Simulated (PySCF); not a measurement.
In(Et)3 (C₆H₁₅In), SMILES C[CH2][In]([CH2]C)[CH2]C. The structure is a stationary point at PBE0-D3(BJ)/def2-SVP. The isomer is the one that the SMILES or the coordinates give; other isomers of the formula were not compared. The def2 effective core potentials stand for the cores of In; spin–orbit coupling is left out. Other conformers were not sampled.

Computed equilibrium geometry at PBE0-D3(BJ)/def2-SVP (PySCF confirms it by a frequency run) as bond lengths and angles (one conformer of several):
Atoms: In1 C2 C3 H4 H5 H6 H7 H8 C9 C10 H11 H12 H13 H14 H15 C16 C17 H18 H19 H20 H21 H22. Bonds (Å): In1–C2 2.190, In1–C9 2.190, In1–C16 2.191, C2–C3 1.524, C2–H4 1.105, C2–H5 1.104, C3–H6 1.102, C3–H7 1.101, C3–H8 1.104, C9–C10 1.524, C9–H11 1.104, C9–H12 1.104, C10–H13 1.102, C10–H14 1.102, C10–H15 1.104, C16–C17 1.523, C16–H18 1.105, C16–H19 1.104, C17–H20 1.102, C17–H21 1.101, C17–H22 1.105. Bond angles (°): C2–In1–C9 119.5, C2–In1–C16 122.7, C9–In1–C16 117.8, In1–C2–C3 116.7, In1–C2–H4 106.0, In1–C2–H5 106.5, C3–C2–H4 110.8, C3–C2–H5 111.0, H4–C2–H5 105.0, C2–C3–H6 112.1, C2–C3–H7 112.1, C2–C3–H8 112.2, H6–C3–H7 106.5, H6–C3–H8 106.8, H7–C3–H8 106.9, In1–C9–C10 115.2, In1–C9–H11 106.9, In1–C9–H12 107.0, C10–C9–H11 111.0, C10–C9–H12 111.0, H11–C9–H12 105.1, C9–C10–H13 112.0, C9–C10–H14 112.0, C9–C10–H15 112.4, H13–C10–H14 106.5, H13–C10–H15 106.8, H14–C10–H15 106.8, In1–C16–C17 117.1, In1–C16–H18 105.9, In1–C16–H19 106.4, C17–C16–H18 110.8, C17–C16–H19 111.0, H18–C16–H19 104.9, C16–C17–H20 112.1, C16–C17–H21 112.1, C16–C17–H22 112.2, H20–C17–H21 106.5, H20–C17–H22 106.7, H21–C17–H22 106.9.
Charge 0, spin multiplicity 1.
